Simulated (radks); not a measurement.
Results of a calculation; reference values are marked as such.
Q: Sb V, 47 electrons, occupied as [Kr] 4d10 5s1. Level of theory: scalar-relativistic Kohn-Sham, LDA (Slater exchange, VWN5 correlation), spin-polarised, spherical densities, point nucleus; open shells are filled with parallel spins first (spin-orbit coupling, left out, can overturn this in heavy ions) (a radial shooting solver on a logarithmic mesh with Libxc functionals). Some entries of the table are withheld. Estimate them.

orbital,occ.,eigenvalue (eV),<r^2> (bohr^2),<1/r> (bohr^-1)
1s up,1,-30314.79,0.001096,54.27
1s down,1,-30314.73,0.001096,54.27
2s up,1,-4650.755,0.01776,12.40
2s down,1,-4650.722,0.01776,12.40
2p up,3,-4182.148,0.01402,11.91
2p down,3,-4182.114,0.01402,11.91
3s up,1,-946.1140,0.1253,4.416
3s down,1,-946.0603,0.1253,4.416
3p up,3,-793.3352,0.1257,4.205
3p down,3,-793.2810,0.1257,4.205
3d up,5,-559.4866,0.1108,3.975
3d down,5,-559.4375,0.1108,3.975
4s up,1,-191.5413,0.7061,1.764
4s down,1,-191.4247,0.7052,1.764
4p up,3,-144.5947,0.8262,1.607
4p down,3,-144.4452,0.8239,1.608
4d up,5,-76.2188,1.208,1.309
4d down,5,-75.9146,1.195,1.314
5s up,1,(1),4.197,0.6719
5s down,0,(2),4.201,0.6738
5p up,0,-39.8510,(3),0.5855
5p down,0,-38.6057,(4),0.5829
6s up,0,-22.3246,16.48,0.3431
6s down,0,-21.9745,16.92,0.3374

A: 
(1) 5s up eigenvalue (eV): -50.8503
(2) 5s down eigenvalue (eV): -49.6038
(3) 5p up <r^2> (bohr^2): 5.449
(4) 5p down <r^2> (bohr^2): 5.526
